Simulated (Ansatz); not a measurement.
CH6FNSn (`FC[NH][SnH3]`), relaxed with RKS PBE-D4/def2-SVP in the Gaussian-basis code of Ansatz from a rough embedded geometry. The force threshold is 0.03 eV/Å; the program also tests the step.

Charge 0, multiplicity 1. Sn takes the def2 core potential.

Start:

```xyz
10

F    -0.738    1.007    2.319
C    -0.480    0.136    1.329
N     0.154    0.862    0.275
Sn    0.610   -0.352   -1.325
H    -1.434   -0.324    0.947
H     0.192   -0.644    1.716
H    -0.501    1.605   -0.123
H    -0.890   -1.116   -1.855
H     1.725   -1.643   -0.690
H     1.363    0.469   -2.594
```

Problem. How much energy does the relaxation release, and in how many steps? (An estimate is asked.)

Solution. Ansatz gave: 52.04 kJ/mol, in 21 steps, 3 of them rejected.

Problem. Which bonds change most? (Best estimate.)

Solution. Ansatz gave: Sn4–H9 from 1.820 to 1.723 Å; F1–C2 from 1.343 to 1.423 Å; Sn4–H10 from 1.689 to 1.730 Å; N3–H7 from 1.067 to 1.027 Å.

Problem. Give the relaxed structure. (An estimate is asked.)

Solution. Computed: 
```xyz
10

F     0.572    1.133    1.606
C    -0.514    0.253    1.341
N    -0.856    0.154   -0.024
Sn    0.662   -0.463   -1.319
H    -1.375    0.633    1.937
H    -0.202   -0.741    1.734
H    -1.341    0.997   -0.357
H    -0.146   -0.995   -2.750
H     1.410   -1.761   -0.468
H     1.790    0.791   -1.700
```
